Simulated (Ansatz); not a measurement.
H$_{3}$PTe (`P[TeH]`). Total charge 0; spin multiplicity 1. Te takes the def2 core potential.

```xyz
5

P    -0.770   -0.223   -0.486
Te    1.301    0.441    0.681
H    -1.651    0.096    0.580
H    -0.711   -1.595   -0.129
H     1.831    1.282   -0.646
```

Q: List the harmonic frequencies (cm⁻¹, unscaled) at PBE0-D4/def2-TZVP in Ansatz. (An estimate is asked.)

A: Ansatz gave: 179, 336, 588, 740, 771, 1124, 2152, 2409, 2416.

Q: Is this a minimum?

A: Yes, all 9 modes are real.

Q: Give the ideal-gas thermochemistry at 298.15 K and 1 bar (rigid rotor, harmonic oscillator; point group Cs, symmetry number 1).

A: Zero-point energy 64.1 kJ/mol; H(298) − E = 77.5 kJ/mol; entropy 290.3 J/(mol·K), of which translation 172.3, rotation 98.8, vibration 19.2; G(298) − E = -9.0 kJ/mol.
